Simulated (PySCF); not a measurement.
**How methods differ on the ionisation energy of Kr⁺**

Kr⁺ [Ar] 3d10 4s2 4p5 (2P) → Kr²⁺ [Ar] 3d10 4s2 4p4 (3P), as a difference of total energies. Calculation: PySCF 2.14, in x2c-TZVPPall with one added diffuse shell each of s, p, d type (7s6p5d1f, 57 functions); the spin-free X2C one-electron Hamiltonian (Gaussian nucleus). Correlated levels: valence: [Ar] 3d10 frozen. The calculations carry no spin-orbit coupling.

| method | ionisation energy (eV) | plus first-order spin-orbit estimate | error of that sum (eV) |
| --- | --- | --- | --- |
| UHF | 23.237 | 23.213 | -1.147 |
| MP2 (valence) | 24.061 | 24.037 | -0.323 |
| SCS-MP2 (valence) | 24.058 | 24.034 | -0.326 |
| CCSD (valence) | 24.066 | 24.042 | -0.318 |
| CCSD(T) (valence) | 24.096 | 24.072 | -0.288 |

Reference: 24.360 eV (measured; NIST Atomic Spectra Database, ionization energies).

A first-order spin-orbit estimate (lowest level to lowest level, LS coupling) adds -0.024 eV.

Errors of the correlated levels include the incompleteness of this basis and the frozen core.
